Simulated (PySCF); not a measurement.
Cartesian coordinates in Å; atom numbers follow the order of the lines, from 1:
```xyz
33

Si    0.0182   -0.0096   -0.0692
O     0.0890    0.0492    1.5712
C     0.8695    0.9403    2.3380
C     1.2542    0.2843    3.6431
H     1.7714    1.2362    1.7740
H     0.2876    1.8603    2.5306
H     1.8349    0.9773    4.2707
H     0.3565   -0.0217    4.2010
H     1.8649   -0.6127    3.4595
O     1.5413    0.2814   -0.6121
C     1.8934    0.5893   -1.9433
C     3.2551    1.2416   -1.9646
H     1.9037   -0.3373   -2.5465
H     1.1360    1.2586   -2.3884
H     3.5618    1.4696   -2.9967
H     3.2424    2.1800   -1.3901
H     4.0087    0.5771   -1.5159
O    -0.9474    1.1153   -0.7784
C    -2.3574    1.0884   -0.7974
C    -2.8630    1.9517   -1.9285
H    -2.7145    0.0496   -0.9141
H    -2.7468    1.4592    0.1690
H    -3.9634    1.9630   -1.9481
H    -2.5057    2.9861   -1.8138
H    -2.5010    1.5709   -2.8954
O    -0.6082   -1.4770   -0.4567
C    -0.3904   -2.6908    0.2281
C    -1.7042   -3.4073    0.4374
H     0.2962   -3.3167   -0.3696
H     0.0981   -2.5005    1.1998
H    -1.5444   -4.3802    0.9270
H    -2.3746   -2.8060    1.0700
H    -2.2063   -3.5814   -0.5262
```

In vacuum, non-relativistic, one averaged value for each set of equivalent atoms, one conformer. σ from GIAO-KT2/pcSseg-1; PBE0-D3(BJ)/def2-SVP geometry; PySCF 2.14.0 with density-fitted response routines.

Scale: TMS for 13C (σ = 183.22 ppm), 1H (σ = 31.18 ppm), 29Si (σ = 361.05 ppm); H2O for 17O (σ = 330.66 ppm) (reference shieldings calculated alike).

```json
{"atoms": "H5/H6/H13/H14/H21/H22/H29/H30", "nucleus": "1H", "count": "8", "δ (ppm)": "3.99"}
{"atoms": "H7/H8/H9/H15/H16/H17/H23/H24/H25/H31/H32/H33", "nucleus": "1H", "count": "12", "δ (ppm)": "?"}
{"atoms": "Si1", "nucleus": "29Si", "count": "1", "δ (ppm)": "?"}
{"atoms": "C4/C12/C20/C28", "nucleus": "13C", "count": "4", "δ (ppm)": "20.0"}
{"atoms": "C3/C11/C19/C27", "nucleus": "13C", "count": "4", "δ (ppm)": "62.7"}
{"atoms": "O2/O10/O18/O26", "nucleus": "17O", "count": "4", "δ (ppm)": "65.2"}
```

**Question.** Complete the table.

**Answer.** 
- H7/H8/H9/H15/H16/H17/H23/H24/H25/H31/H32/H33: 1.17 ppm, hydrogen on a carbon bonded to C
- Si1: -85.7 ppm, silicon bonded to 4 O

Shifts are as computed. Against solution values, carbons near 30 ppm lie about +2 ppm off and those near 130 ppm about -5 ppm. Of 1313 compounds with measured shifts, 239 miss one by over three times the rms of a fit or turn the order of signals round; such compounds aren't used in these exercises. Experimental scales use liquid or dissolved standards, which lie at an offset from isolated H2O (liquid H2O: subtract about 36 ppm).
